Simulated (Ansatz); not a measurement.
Species: C4H6Si2 (charge 0, singlet). SMILES: C#C[SiH2]C#C[SiH3]
Geometry from a B3LYP-D3(BJ)/def2-TZVP (Ansatz, a quantum-chemistry and plane-wave program) optimisation:
```xyz
12

C     -3.6087     0.3719     0.0080
C     -2.6264    -0.3159     0.1278
Si    -1.1508    -1.3695     0.3120
C      0.3541    -0.3673     0.0680
C      1.3607     0.2909    -0.0927
Si     2.8718     1.2893    -0.3360
H     -4.4746     0.9809    -0.0981
H     -1.1876    -2.4455    -0.6984
H     -1.1316    -1.9534     1.6679
H      4.0579     0.4200    -0.1833
H      2.8544     1.8759    -1.6929
H      2.9104     2.3681     0.6742
```

PBE beside other levels, property by property. Valence correlation only, unless marked. UHF or UKS for open shells. Spin-orbit coupling is left out. Non-relativistic. Basis-set limits of correlation are two-point, X^-3; Hartree-Fock from the larger set. [CCSD(T)-MP2]/basis is that difference in the basis named. Atomisation energies are electronic, to ground-state atoms; the column to compare with has the core term from cc-pwCVTZ added, other frozen-core levels have none. Vertical energies are electronic, to the SCF solution reached for that spin. The coupled-cluster column (Ansatz) is a level with limits of its own: (a) RI-MP2/CBS(aug-cc-pV(T+d)Z,aug-cc-pV(Q+d)Z)+[CCSD(T)-MP2]/aug-cc-pV(T+d)Z; (b) CCSD(T)/CBS(aug-cc-pV(T+d)Z,aug-cc-pV(Q+d)Z).

| property | PBE/def2-TZVPD (Ansatz) | B3LYP-D3(BJ)/def2-TZVPD (Ansatz + dftd3) | wB97M-V/def2-TZVPD (Ansatz) | B2PLYP/def2-TZVPD (Ansatz) | coupled cluster |
|---|---|---|---|---|---|
| atomisation energy (kcal/mol) | 1152.2 | 1140.2 | 1140.3 | 1129.0 | 1144.7 (b) |
| vertical ionisation energy to the doublet (eV) | 9.47 | 9.84 | 10.27 | 10.32 | 10.62 (a) |

As the rows show:
- atomisation energy: PBE lies 7.5 kcal/mol above coupled cluster.
- vertical ionisation energy to the doublet: PBE lies 1.15 eV below coupled cluster.
